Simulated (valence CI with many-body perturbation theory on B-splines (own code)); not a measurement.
## Hf⁶⁵⁺: electric-dipole lines

Level of theory: valence CI with perturbative core correlation (CI+MBPT): five valence electrons over a frozen Dirac-Fock core [He], radial functions for each j: 11 s, 11 p, 10 d, 8 f, 5 g, 2 h, with the one-electron correlation potential Σ1, the two-electron term Σ2, the three-electron term Σ3, Breit, model QED; selected CI, second order for the rest, scaled by the run's own slope (own B-spline code, finite nucleus).

The last digits are not significant, and no measured levels were compared; by estimate large intervals hold to a few tenths of a per cent, small ones and those within an open d or f shell to about a per cent. Among the levels kept, up to 7400 cm⁻¹ of a level comes from second order outside the variational space, and about a tenth of that is noise between levels of different J, which matters for small intervals.

Lines 101 to 150 of 600 in falling wavelength, among levels below 97301 × 10³ cm⁻¹, chosen from the strongest by gf and those to the six lowest levels. Wavelengths and rates use the calculated energies. Electric multipoles are in the length gauge, E1 and E2 with the static RPA response of the core. Weak lines are less certain than strong ones. Lines between different terms over intervals too small for the method are left out, as are lines whose strength nearly cancels. The highest levels of a list are the least certain.

Levels are named by their leading jj configuration (3d3/2^4 stands for four electrons in 3d with j = 3/2), which in mixed levels can hold well under half, so a name can repeat and another be missing. Letters in brackets count levels of one name in rising energy.

```
λ vac (nm)                               Upper                               Lower   A (s⁻¹)  S (a.u.)
     2.685      (2s^2 2p3/2^2 3d3/2) J=3/2 [a]          (2s^2 2p3/2^2 3p1/2) J=3/2  5.93e+11  2.27e-02
     2.684  (2s 2p1/2 2p3/2^2 3p3/2) J=5/2 [d]     (2s 2p1/2 2p3/2^2 3s) J=5/2 [c]  2.17e+11  1.24e-02
     2.683          (2s^2 2p3/2^2 3d3/2) J=7/2          (2s^2 2p3/2^2 3p1/2) J=5/2  7.60e+11  5.80e-02
     2.683  (2s^2 2p1/2 2p3/2 3p3/2) J=1/2 [a]         (2s^2 2p1/2 2p3/2 3s) J=1/2  7.56e+11  1.44e-02
     2.681  (2s 2p1/2 2p3/2^2 3p3/2) J=1/2 [b]     (2s 2p1/2 2p3/2^2 3s) J=1/2 [b]  4.03e+11  7.67e-03
     2.681  (2s 2p1/2^2 2p3/2 3d3/2) J=3/2 [a]  (2s 2p1/2^2 2p3/2 3p1/2) J=3/2 [a]  5.99e+11  2.28e-02
     2.680  (2s 2p1/2^2 2p3/2 3d3/2) J=5/2 [b]  (2s 2p1/2^2 2p3/2 3p1/2) J=3/2 [b]  7.37e+11  4.20e-02
     2.679  (2s^2 2p1/2 2p3/2 3d3/2) J=5/2 [a]  (2s^2 2p1/2 2p3/2 3p1/2) J=3/2 [a]  6.02e+11  3.43e-02
     2.679      (2s^2 2p3/2^2 3d3/2) J=3/2 [b]          (2s^2 2p3/2^2 3p1/2) J=1/2  7.17e+11  2.72e-02
     2.675      (2s^2 2p1/2 2p3/2 3p3/2) J=7/2         (2s^2 2p1/2 2p3/2 3s) J=5/2  1.10e+12  8.33e-02
     2.674          (2s^2 2p1/2^2 3d3/2) J=3/2          (2s^2 2p1/2^2 3p1/2) J=1/2  7.48e+11  2.82e-02
     2.673          (2s^2 2p3/2^2 3d3/2) J=5/2          (2s^2 2p3/2^2 3p1/2) J=3/2  3.52e+11  1.99e-02
     2.670  (2s 2p1/2 2p3/2^2 3d3/2) J=3/2 [d]  (2s 2p1/2 2p3/2^2 3p1/2) J=3/2 [b]  2.54e+11  9.55e-03
     2.668          (2s^2 2p3/2^2 3p3/2) J=7/2             (2s^2 2p3/2^2 3s) J=5/2  1.16e+12  8.67e-02
     2.667      (2s 2p1/2^2 2p3/2 3d3/2) J=7/2      (2s 2p1/2^2 2p3/2 3p1/2) J=5/2  7.13e+11  5.34e-02
     2.666          (2s^2 2p3/2^2 3p3/2) J=5/2             (2s^2 2p3/2^2 3s) J=5/2  6.04e+11  3.39e-02
     2.665      (2s 2p1/2 2p3/2^2 3d3/2) J=9/2      (2s 2p1/2 2p3/2^2 3p1/2) J=7/2  7.26e+11  6.78e-02
     2.664  (2s 2p1/2 2p3/2^2 3d3/2) J=3/2 [a]  (2s 2p1/2 2p3/2^2 3p1/2) J=3/2 [a]  6.35e+11  2.37e-02
     2.664  (2s 2p1/2 2p3/2^2 3p3/2) J=7/2 [a]     (2s 2p1/2 2p3/2^2 3s) J=5/2 [a]  1.11e+12  8.30e-02
     2.662  (2s 2p1/2 2p3/2^2 3d3/2) J=1/2 [a]  (2s 2p1/2 2p3/2^2 3p1/2) J=3/2 [a]  7.83e+11  1.46e-02
     2.662  (2s 2p1/2 2p3/2^2 3d3/2) J=7/2 [a]  (2s 2p1/2 2p3/2^2 3p1/2) J=5/2 [a]  6.97e+11  5.19e-02
     2.662      (2s^2 2p1/2 2p3/2 3d3/2) J=7/2      (2s^2 2p1/2 2p3/2 3p1/2) J=5/2  7.45e+11  5.55e-02
     2.659  (2s^2 2p1/2 2p3/2 3p3/2) J=3/2 [a]         (2s^2 2p1/2 2p3/2 3s) J=1/2  3.65e+11  1.36e-02
     2.659  (2s 2p1/2 2p3/2^2 3d3/2) J=5/2 [c]  (2s 2p1/2 2p3/2^2 3p1/2) J=3/2 [b]  3.59e+11  2.00e-02
     2.656  (2s 2p1/2^2 2p3/2 3d3/2) J=1/2 [a]  (2s 2p1/2^2 2p3/2 3p1/2) J=3/2 [a]  7.98e+11  1.48e-02
     2.656  (2s 2p1/2 2p3/2^2 3p3/2) J=3/2 [d]     (2s 2p1/2 2p3/2^2 3s) J=3/2 [b]  3.03e+11  1.12e-02
     2.652  (2s^2 2p1/2 2p3/2 3p3/2) J=5/2 [a]     (2s^2 2p1/2 2p3/2 3s) J=3/2 [a]  1.15e+12  6.36e-02
     2.652          (2s^2 2p3/2^2 3d3/2) J=1/2          (2s^2 2p3/2^2 3p1/2) J=3/2  7.75e+11  1.43e-02
     2.651  (2s^2 2p1/2 2p3/2 3d3/2) J=3/2 [a]      (2s^2 2p1/2 2p3/2 3p1/2) J=1/2  4.26e+11  1.57e-02
     2.651  (2s 2p1/2 2p3/2^2 3d3/2) J=3/2 [d]  (2s 2p1/2 2p3/2^2 3p1/2) J=1/2 [b]  2.65e+11  9.76e-03
     2.650      (2s 2p1/2 2p3/2^2 3p3/2) J=9/2         (2s 2p1/2 2p3/2^2 3s) J=7/2  1.06e+12  9.70e-02
     2.650  (2s 2p1/2 2p3/2^2 3p3/2) J=3/2 [b]     (2s 2p1/2 2p3/2^2 3s) J=5/2 [b]  9.97e+11  3.66e-02
     2.647  (2s 2p1/2 2p3/2^2 3d3/2) J=5/2 [d]  (2s 2p1/2 2p3/2^2 3p1/2) J=3/2 [c]  5.30e+11  2.91e-02
     2.644  (2s 2p1/2 2p3/2^2 3p3/2) J=5/2 [d]     (2s 2p1/2 2p3/2^2 3s) J=3/2 [c]  7.80e+11  4.27e-02
     2.644  (2s 2p1/2^2 2p3/2 3p3/2) J=5/2 [a]     (2s 2p1/2^2 2p3/2 3s) J=3/2 [a]  4.62e+11  2.53e-02
     2.642  (2s 2p1/2 2p3/2^2 3p3/2) J=3/2 [c]     (2s 2p1/2 2p3/2^2 3s) J=1/2 [a]  1.07e+12  3.91e-02
     2.640  (2s 2p1/2 2p3/2^2 3p3/2) J=3/2 [d]     (2s 2p1/2 2p3/2^2 3s) J=1/2 [b]  5.03e+11  1.83e-02
     2.640  (2s 2p1/2 2p3/2^2 3p3/2) J=7/2 [b]         (2s 2p1/2 2p3/2^2 3s) J=7/2  6.51e+11  4.73e-02
     2.638  (2s 2p1/2 2p3/2^2 3d3/2) J=5/2 [a]  (2s 2p1/2 2p3/2^2 3p1/2) J=3/2 [a]  3.23e+11  1.76e-02
     2.637       (2p1/2^2 2p3/2^2 3p3/2) J=7/2          (2p1/2^2 2p3/2^2 3s) J=5/2  7.00e+11  5.07e-02
     2.637       (2p1/2^2 2p3/2^2 3p3/2) J=5/2          (2p1/2^2 2p3/2^2 3s) J=5/2  2.92e+11  1.59e-02
     2.636      (2s 2p1/2^2 2p3/2 3p3/2) J=7/2         (2s 2p1/2^2 2p3/2 3s) J=5/2  1.05e+12  7.60e-02
     2.623  (2s 2p1/2 2p3/2^2 3p3/2) J=5/2 [e]     (2s 2p1/2 2p3/2^2 3s) J=5/2 [c]  2.25e+11  1.20e-02
     2.623  (2s 2p1/2^2 2p3/2 3d3/2) J=1/2 [b]      (2s 2p1/2^2 2p3/2 3p1/2) J=1/2  6.54e+11  1.16e-02
     2.620  (2s 2p1/2^2 2p3/2 3p3/2) J=1/2 [a]     (2s 2p1/2^2 2p3/2 3s) J=3/2 [a]  1.01e+12  1.78e-02
     2.619  (2s 2p1/2 2p3/2^2 3p3/2) J=3/2 [e]     (2s 2p1/2 2p3/2^2 3s) J=3/2 [d]  3.72e+11  1.32e-02
     2.618  (2s^2 2p1/2 2p3/2 3d3/2) J=1/2 [a]      (2s^2 2p1/2 2p3/2 3p1/2) J=1/2  6.92e+11  1.23e-02
     2.609      (2s^2 2p3/2^2 3p3/2) J=3/2 [b]             (2s^2 2p3/2^2 3s) J=1/2  1.06e+12  3.71e-02
     2.607  (2s 2p1/2 2p3/2^2 3d3/2) J=7/2 [b]      (2s 2p1/2 2p3/2^2 3p1/2) J=7/2  4.38e+11  3.07e-02
     2.606  (2s 2p1/2 2p3/2^2 3d3/2) J=1/2 [b]  (2s 2p1/2 2p3/2^2 3p1/2) J=1/2 [b]  4.52e+11  7.89e-03
```
